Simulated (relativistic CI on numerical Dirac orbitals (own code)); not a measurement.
Slater and spin-orbit integrals, Nb¹⁵⁺

Method of calculation: Dirac-Coulomb-Breit CI, orbitals from a KLI potential per configuration, a model potential for QED, unscaled Slater integrals (own radial code, finite nucleus).

Slater integrals F^k, G^k are unscaled and averaged over j, outside the closed core [Ne]; ζ comes from projecting the Hamiltonian with its Breit term on Σ l·s of the shell.

- 3s²3p⁶3d⁸: F^2(3d,3d) = 246310, F^4(3d,3d) = 157300, ζ(3d) = 9688.8 cm⁻¹; <r>(3d) = 0.404, <r^2>(3d) = 0.1932 (bohr units).
- 3s²3p⁵3d⁹: ζ(3p) = 88771, F^2(3p,3d) = 229130, G^1(3p,3d) = 264120, G^3(3p,3d) = 169510, ζ(3d) = 9518.7 cm⁻¹; <r>(3p) = 0.4293, <r^2>(3p) = 0.2135, <r>(3d) = 0.405, <r^2>(3d) = 0.1942 (bohr units).
- 3s²3p⁴3d¹⁰: F^2(3p,3p) = 231950, ζ(3p) = 88780 cm⁻¹; <r>(3p) = 0.4299, <r^2>(3p) = 0.214 (bohr units).

Problem. Give the Racah parameters of the d shell in 3s²3p⁶3d⁸.

Solution. B = F²/49 − 5F⁴/441 = 3243 cm⁻¹ and C = 35F⁴/441 = 12484 cm⁻¹.

Averages of the first 10 configurations, taken without configuration mixing, which lowers the lowest level and can move excited configurations by several eV; other configurations of the list can lie among them:

```
Configuration  Parity  States  Average energy above the lowest level (eV)
    3s²3p⁶3d⁸    even      45                                         5.8
    3s²3p⁵3d⁹     odd      60                                       166.8
   3s²3p⁴3d¹⁰    even      15                                       330.9
     3s3p⁶3d⁹    even      20                                       267.7
      3p⁶3d¹⁰    even       1                                       534.0
  3s²3p⁶3d⁷4s    even     240                                       235.1
  3s²3p⁶3d⁷4p     odd     720                                       267.4
    3s3p⁵3d¹⁰     odd      12                                       427.3
  3s²3p⁶3d⁷4d    even    1200                                       317.0
 3s²3p⁶3d⁶4s²    even     210                                       481.1
```
